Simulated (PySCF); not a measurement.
B3LYP has the VWN-RPA correlation part, as in Gaussian. 

**C2H2Si, SMILES `C1=C[Si]1` (charge 0, multiplicity 1)**

Method: PySCF with B3LYP-D3(BJ)/def2-TZVP.

```json
{
 "HOMO": "-6.88 eV",
 "dipole_moment": "1.00 D",
 "HOMO–LUMO gap": "5.21 eV",
 "LUMO": "-1.68 eV",
 "total_energy": "-366.8801 Ha",
 "cost": "very roughly 10 core-seconds"
}
```

```xyz
5

C      0.6542     0.0076     0.4331
C     -0.6520    -0.0735     0.1533
Si    -0.0557     1.6500     0.0705
H      1.4265    -0.7052     0.6936
H     -1.3731    -0.8790     0.0939
```
